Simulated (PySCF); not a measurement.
CH7FOSi2, SMILES CO[Si@@H](F)[SiH3].

Coordinates come from a B3LYP-D3(BJ)/def2-SVP optimisation. The structure was generated by enumeration; whether it is a known compound was not checked. The values are those of a single conformer.

Calculation: PySCF with TDA-PBE0/def2-SVPD.

Vertical excitations. 

Computed lowest excited states:
```tsv
state	energy (eV)	λ (nm)	f	main pairs
S1	6.93	179	0.030	HOMO→LUMO 90 %
S2	7.03	176	0.021	HOMO→LUMO+1 90 %
S3	7.45	166	0.010	HOMO−1→LUMO 63 %, HOMO−1→LUMO+1 32 %
S4	7.58	164	0.040	HOMO−1→LUMO+1 59 %, HOMO−1→LUMO 32 %
S5	7.86	158	0.003	HOMO→LUMO+2 91 %
S6	7.96	156	0.012	HOMO−2→LUMO 89 %
S7	8.03	154	0.292	HOMO→LUMO+3 72 %, HOMO−2→LUMO+1 18 %
S8	8.08	153	0.094	HOMO−2→LUMO+1 75 %, HOMO→LUMO+3 16 %
S9	8.30	149	0.031	HOMO−1→LUMO+2 49 %, HOMO−1→LUMO+3 31 %
S10	8.40	148	0.005	HOMO→LUMO+5 68 %, HOMO→LUMO+4 16 %
T1	6.02	206	0	HOMO→LUMO 91 %
T2	6.17	201	0	HOMO→LUMO+1 92 %
T3	7.09	175	0	HOMO−1→LUMO 62 %, HOMO→LUMO+3 19 %
T4	7.12	174	0	HOMO−1→LUMO+1 78 %
```
Triplets are in the Tamm–Dancoff approximation.
